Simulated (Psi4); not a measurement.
Torsional profile of SMILES c1(ccncc1)-c1ccncc1 (C10H8N2), singlet. Scanned: dihedral C2–C3–C4–C5; all other coordinates were relaxed at GFN2-xTB. Points at φ and −φ are mirror images.

Geometry of the scan point at 180° (Å):
```
20

C      3.0659    -0.2720    -0.0018
C      1.7565    -0.7153     0.0715
C      0.7098     0.2054    -0.0282
C     -0.7042    -0.2092     0.0397
C     -1.7508     0.7115    -0.0600
C     -3.0603     0.2674     0.0071
N     -3.3992    -1.0003     0.1623
C     -2.4184    -1.8805     0.2577
C     -1.0761    -1.5463     0.2039
C      1.0817     1.5416    -0.1996
C      2.4240     1.8750    -0.2601
N      3.4047     0.9948    -0.1644
H      3.8896    -0.9700     0.0736
H      1.5733    -1.7686     0.2056
H     -1.5676     1.7656    -0.1877
H     -3.8841     0.9654    -0.0679
H     -2.7258    -2.9106     0.3838
H     -0.3433    -2.3315     0.2899
H      0.3489     2.3267    -0.2875
H      2.7313     2.9043    -0.3930
```

Calculation: M06-2X/def2-TZVP // GFN2-xTB run with Psi4 1.11.

Scanned values (°): -150, -120, -90, -60, -30, 0, 30, 60, 90, 120, 150, 180.

**Question.** At which scan points does the profile have its minima and maxima, and how high do they lie?

**Answer.** Lower than their neighbours: -150° (0.00 kJ/mol), -30° (0.01 kJ/mol), 30° (0.01 kJ/mol), 150° (0.00 kJ/mol). Higher than their neighbours: -90° (9.49 kJ/mol), 0° (6.53 kJ/mol), 90° (9.49 kJ/mol), 180° (6.53 kJ/mol). The whole profile spans 9.49 kJ/mol.
